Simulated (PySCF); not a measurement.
**Circular dichroism: `[B@@H-](C)([PH3+])[C@@H](C)C=O`, C$_{4}$H$_{12}$BOP**

Molfile (atoms numbered from 1):
```
C4H12BOP
     RDKit          3D

 19 18  0  0  0  0  0  0  0  0999 V2000
    1.0112    1.4265   -0.2077 C   0  0  0  0  0  0  0  0  0  0  0  0
    0.6824    0.0126    0.5252 B   0  0  2  0  0  0  0  0  0  0  0  0
    1.6140   -1.2738   -0.6187 P   0  0  0  0  0  0  0  0  0  0  0  0
   -0.9400   -0.3852    0.5601 C   0  0  1  0  0  0  0  0  0  0  0  0
   -1.8032    0.7568    1.0888 C   0  0  0  0  0  0  0  0  0  0  0  0
   -1.2807   -0.7579   -0.8208 C   0  0  0  0  0  0  0  0  0  0  0  0
   -1.8316   -0.1053   -1.6663 O   0  0  0  0  0  0  0  0  0  0  0  0
    0.7118    2.2721    0.4063 H   0  0  0  0  0  0  0  0  0  0  0  0
    0.4911    1.5254   -1.1603 H   0  0  0  0  0  0  0  0  0  0  0  0
    2.0786    1.5508   -0.4065 H   0  0  0  0  0  0  0  0  0  0  0  0
    1.1777   -0.1245    1.6009 H   0  0  0  0  0  0  0  0  0  0  0  0
    2.9909   -1.1278   -0.5696 H   0  0  0  0  0  0  0  0  0  0  0  0
    1.4831   -1.1777   -1.9888 H   0  0  0  0  0  0  0  0  0  0  0  0
    1.5810   -2.6536   -0.5018 H   0  0  0  0  0  0  0  0  0  0  0  0
   -1.0515   -1.2686    1.1963 H   0  0  0  0  0  0  0  0  0  0  0  0
   -2.8350    0.4323    1.2159 H   0  0  0  0  0  0  0  0  0  0  0  0
   -1.7919    1.5822    0.3832 H   0  0  0  0  0  0  0  0  0  0  0  0
   -1.4255    1.1067    2.0459 H   0  0  0  0  0  0  0  0  0  0  0  0
   -0.8725   -1.7817   -1.0896 H   0  0  0  0  0  0  0  0  0  0  0  0
  1  2  1  0
  2  3  1  0
  2  4  1  0
  4  5  1  0
  4  6  1  0
  6  7  2  0
  1  8  1  0
  1  9  1  0
  1 10  1  0
  2 11  1  1
  3 12  1  0
  3 13  1  0
  3 14  1  0
  4 15  1  1
  5 16  1  0
  5 17  1  0
  5 18  1  0
  6 19  1  0
M  CHG  2   2  -1   3   1
M  END
```

Computed with TDDFT B3LYP/def2-SVPD circular dichroism and optical rotation, one conformer, gas phase (PySCF). Geometry: GFN2-xTB.

The molecule is flexible and this is one conformer; a measurement averages over conformers. States above about 6.8 eV (minus the energy of the highest occupied orbital) lie near or above the ionisation threshold and depend on the basis.

Assign R or S to each stereocentre.

B2 S, C4 S.

List the lowest 16 singlet excitations with oscillator and rotatory strengths.

Rotatory strengths R in 10⁻⁴⁰ esu² cm², velocity form and length form (origin at the centre of mass); f in length form.
| state | E (eV) | λ (nm) | f | R (velocity) | R (length) | main |
| --- | --- | --- | --- | --- | --- | --- |
| 1 | 4.40 | 281 | 0.001 | -5.5 | -5.9 | HOMO→LUMO 0.91 |
| 2 | 5.76 | 215 | 0.003 | +3.6 | +3.9 | HOMO→LUMO+1 0.98 |
| 3 | 6.01 | 206 | 0.019 | -1.2 | -1.2 | HOMO→LUMO+3 0.48, HOMO→LUMO+2 0.38 |
| 4 | 6.05 | 205 | 0.020 | -14.2 | -14.4 | HOMO→LUMO+2 0.61, HOMO→LUMO+3 0.27 |
| 5 | 6.41 | 193 | 0.016 | -4.4 | -4.1 | HOMO→LUMO+4 0.96 |
| 6 | 6.52 | 190 | 0.019 | -7.0 | -6.8 | HOMO−1→LUMO 0.55, HOMO−2→LUMO 0.34 |
| 7 | 6.64 | 187 | 0.053 | +34.7 | +36.5 | HOMO−2→LUMO 0.62, HOMO−1→LUMO 0.23 |
| 8 | 6.90 | 180 | 0.004 | -4.3 | -4.2 | HOMO−1→LUMO+1 0.94 |
| 9 | 7.00 | 177 | 0.018 | +17.6 | +17.4 | HOMO−3→LUMO 0.48, HOMO→LUMO+5 0.20 |
| 10 | 7.06 | 176 | 0.023 | -22.9 | -22.5 | HOMO→LUMO+5 0.41, HOMO−3→LUMO 0.31 |
| 11 | 7.09 | 175 | 0.005 | -6.0 | -6.4 | HOMO−1→LUMO+2 0.76, HOMO→LUMO+6 0.10 |
| 12 | 7.10 | 175 | 0.0008 | -1.5 | -1.6 | HOMO→LUMO+6 0.49, HOMO→LUMO+5 0.27 |
| 13 | 7.18 | 173 | 0.057 | -27.4 | -26.8 | HOMO−1→LUMO+3 0.78, HOMO−3→LUMO 0.10 |
| 14 | 7.21 | 172 | 0.010 | +17.1 | +17.5 | HOMO→LUMO+7 0.41, HOMO−2→LUMO+1 0.41 |
| 15 | 7.24 | 171 | 0.011 | +14.6 | +14.3 | HOMO−2→LUMO+1 0.52, HOMO→LUMO+7 0.42 |
| 16 | 7.44 | 167 | 0.008 | -7.8 | -6.1 | HOMO−2→LUMO+2 0.68, HOMO−3→LUMO+1 0.21 |

Among the states computed, the strongest CD band (largest |R|) is state 7. The largest dissymmetry factor in size, g = 4R/(D+G), with D and G the electric and magnetic dipole strengths, is -0.031 for state 1 (velocity form, f = 0.001), among bands with |R| over 0.5. The mirror image has the same energies and oscillator strengths and all R with the opposite sign.
